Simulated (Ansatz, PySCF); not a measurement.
Noncovalent pair: dimethyl selenide (SMILES C[Se]C) (first 9 atoms) with NH3 (SMILES N); geometry from B3LYP-D3(BJ)/def2-TZVP.
(charge 0, multiplicity 1):
| atom | x (Å) | y (Å) | z (Å) |
|---|---|---|---|
| C | -0.7987 | 0.0632 | -1.8323 |
| Se | -0.6052 | 0.3573 | 0.0973 |
| C | 1.3183 | 0.7299 | 0.1027 |
| H | -0.1782 | -0.7731 | -2.1477 |
| H | -1.8452 | -0.1698 | -2.0179 |
| H | -0.5251 | 0.9642 | -2.3773 |
| H | 1.8596 | -0.1130 | -0.3225 |
| H | 1.5866 | 0.8564 | 1.1492 |
| H | 1.5251 | 1.6379 | -0.4597 |
| N | 0.4057 | 0.1557 | 3.4034 |
| H | 0.8011 | -0.2147 | 4.2600 |
| H | -0.3400 | 0.7918 | 3.6624 |
| H | -0.0232 | -0.6159 | 2.9034 |

Basis-set superposition error: the interaction energy with monomers in their own basis, and in the dimer's basis (counterpoise).

Codes used: Ansatz (Gaussian basis) for Hartree–Fock, density functionals and correlated methods; PySCF for M06-2X. 

| level | uncorrected (kcal/mol) | counterpoise (kcal/mol) | difference |
|---|---|---|---|
| HF/aug-cc-pVDZ | -1.06 | -0.56 | 0.49 |
| PBE/def2-TZVPPD | -2.11 | -1.97 | 0.14 |
| BLYP/def2-TZVPPD | -0.69 | -0.54 | 0.16 |
| PBE0/def2-TZVPPD | -2.06 | -1.94 | 0.11 |
| M06-2X/def2-TZVPPD | -3.04 | -2.92 | 0.12 |
| wB97M-V/def2-TZVPPD | -2.95 | -2.81 | 0.14 |
| MP2/aug-cc-pVDZ | -3.73 | -2.53 | 1.19 |
| SCS-MP2/aug-cc-pVTZ | -2.63 | -2.20 | 0.42 |
| CCSD/aug-cc-pVDZ | -3.26 | -2.12 | 1.14 |
| CCSD(T)/aug-cc-pVDZ | -3.65 | -2.43 | 1.22 |

The error is largest for CCSD(T)/aug-cc-pVDZ (1.22 kcal/mol) and smallest for PBE0/def2-TZVPPD (0.11 kcal/mol).

Ansatz is a program for electronic structure.
